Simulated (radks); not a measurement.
Species: Pt2+. Configuration: [Xe] 4f14 5d8 (the NIST ground configuration).

Calculated with a radial shooting solver on a logarithmic mesh with Libxc functionals: Dirac Kohn-Sham, LDA (Slater exchange, Perdew-Wang correlation), spin-unpolarised, spherical densities, finite nucleus; open shells fill j = l - 1/2 first; Fermi nuclear charge, rms radius 5.427 fm.

Energy parts (eV):
| part | energy |
|---|---|
| total | -501547.12 |
| kinetic | 573312.89 |
| electron-nucleus | -1259428.72 |
| Hartree | 193986.89 |
| exchange-correlation | -9418.18 |

Orbitals (lengths in bohr, moments of r in powers of bohr):
orbital  occ.  eigenvalue (eV)      <r>
1s1/2       2        -78229.88  0.01716
2s1/2       2        -13752.02  0.07175
2p1/2       2        -13189.76  0.05908
2p3/2       4        -11462.77  0.06751
3s1/2       2        -3245.587   0.1867
3p1/2       2        -2991.594   0.1769
3p3/2       4        -2612.062   0.1924
3d3/2       4        -2185.897   0.1676
3d5/2       6        -2104.015   0.1724
4s1/2       2        -713.0522   0.4153
4p1/2       2        -605.1408   0.4180
4p3/2       4        -514.5019   0.4521
4d3/2       4        -336.9799   0.4619
4d5/2       6        -320.1206   0.4732
4f5/2       6         -93.0789   0.5125
4f7/2       8         -89.6201   0.5198
5s1/2       2        -122.6668   0.9515
5p1/2       2         -88.0232    1.031
5p3/2       4         -72.8389    1.130
5d3/2       4         -26.9743    1.530
5d5/2       4         -25.4639    1.585

The highest occupied level is 5d5/2 at -25.464 eV. The electron density at the nucleus is 1.966e+06 e/bohr^3. The density falls to 0.001 e/bohr^3 at r = 3.56 bohr.
